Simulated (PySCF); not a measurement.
B(CF3)(H)(OH) (CH2BF3O), SMILES OBC(F)(F)F.

Coordinates come from a PBE0-D3(BJ)/def2-SVP optimisation. The structure was generated by enumeration, and PubChem lists no compound with its InChIKey, so it may never have been made. One conformer was computed; it need not be the lowest.

Two levels are set side by side: TDA-PBE/def2-SVPD (PySCF) and TDA-B3LYP/def2-SVPD (PySCF). Vertical, same geometry. The lowest singlet is HOMO→LUMO 99 % with PBE and HOMO→LUMO 99 % with the other functional; states are paired by order. Differences are taken from unrounded values.

| quantity | TDA-B3LYP | TDA-PBE | TDA-PBE minus TDA-B3LYP |
|---|---|---|---|
| lowest singlet excitation (eV) | 6.53 | 6.02 | -0.51 |
| lowest triplet excitation (TDA) (eV) | 5.88 | 5.36 | -0.53 |
| first bright state (f over 0.05) (eV) | 9.38 | 8.32 | -1.06 |
| its oscillator strength | 0.15 | 0.05 | -0.09 |

A lower first singlet is the usual sign of a functional without exact exchange. Differences between two approximate levels are no errors against the true value.

Rough cost on one machine, each run with all the roots and properties that it gave: TDA-B3LYP against TDA-PBE about 2 times.
